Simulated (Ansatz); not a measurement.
Cl2F2H2O2W (`[OH][W]([OH])([F])([F])([Cl])[Cl]`). Total charge 0; spin multiplicity 1. W: def2 effective core potential.

```xyz
9

O     1.257   -0.111   -1.121
W    -0.226    0.047   -0.044
O     0.694   -0.299    1.510
F    -1.275    0.412   -1.540
F    -1.809    0.236    0.921
Cl   -0.778   -2.184   -0.321
Cl    0.069    2.332    0.185
H     1.503   -0.054   -2.046
H     0.564   -0.379    2.456
```

(1) What are the harmonic wavenumbers in cm⁻¹ at PBE0-D4/def2-TZVP (Ansatz, finite differences of forces, unscaled)? (An estimate is asked.)

Answers

(1) The calculation gave: 31i, 74, 104, 117, 152, 231, 242, 264, 311, 351, 362, 366, 376, 410, 465, 643, 682, 778, 786, 3916, 3921.
